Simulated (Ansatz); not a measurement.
## Ansatz (development build ahead of 0.2.0) run

```yaml
crystal:
  periodic: [false, false, false]
  atoms:
    - { symbol: C, position_ang: [1.22046, 0.70552, 0.00057] }
    - { symbol: C, position_ang: [-0.00019, 1.4103, -0.00094] }
    - { symbol: C, position_ang: [-1.22085, 0.70411, 0.00039] }
    - { symbol: C, position_ang: [-1.22055, -0.70417, 0.00012] }
    - { symbol: C, position_ang: [-0.00073, -1.41043, 0.00053] }
    - { symbol: C, position_ang: [1.22069, -0.70443, 0.00071] }
    - { symbol: C, position_ang: [3.66352, 0.70425, -0.00062] }
    - { symbol: C, position_ang: [2.44156, 1.41011, -0.00077] }
    - { symbol: C, position_ang: [2.44262, -1.40938, -0.00065] }
    - { symbol: C, position_ang: [3.66233, -0.70497, 0.00029] }
    - { symbol: H, position_ang: [0.00029, 2.50024, -0.00092] }
    - { symbol: H, position_ang: [-2.16575, 1.25043, -0.00058] }
    - { symbol: H, position_ang: [-2.16431, -1.24975, -0.00061] }
    - { symbol: H, position_ang: [0.00013, -2.50059, -0.0008] }
    - { symbol: H, position_ang: [4.60651, 1.25063, 0.00023] }
    - { symbol: H, position_ang: [2.44265, 2.49935, 0.0006] }
    - { symbol: H, position_ang: [2.44192, -2.50089, 0.00036] }
    - { symbol: H, position_ang: [4.60651, -1.24978, -0.00063] }
basis:
  gaussian: { orbitals: def2-SVP }
hamiltonian:
  xc: hf
```

The input is written out in the form of the current development build from the run's settings.

The run gave:

- Converged: yes
- Total energy: -383.06512 hartree
- Spin squared of the determinant: 0.000
